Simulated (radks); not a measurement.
Results of a calculation; reference values are marked as such.
The mean radii <r> (bohr) of the occupied orbitals of an atom or ion are listed with their occupations. Code: a radial shooting solver on a logarithmic mesh with Libxc functionals. Model: scalar-relativistic Kohn-Sham, XLYP, spin-polarised, spherical densities, finite nucleus; Fermi nuclear charge, rms radius of each element as measured or else 0.836 A^(1/3) + 0.57 fm.

orbital  occ.      <r>
1s up       1  0.02450
1s down     1  0.02449
2s up       1   0.1008
2s down     1   0.1010
2p up       2  0.08748

Name the element and its charge. Open shells, if any, are filled with parallel spins first.

Answer. Z = 58, cerium, charge +52: Ce52+ in [He] 2s2 2p2. The 1s radius gives Z: for a bare nucleus <r> = (2 gamma + 1)/(2Z) with gamma = sqrt(1 - (Z/c)^2), 0.02424 bohr for Z = 58, and screening makes it slightly larger (0.02450 here). The occupations add up to 6, and the charge is Z minus that.
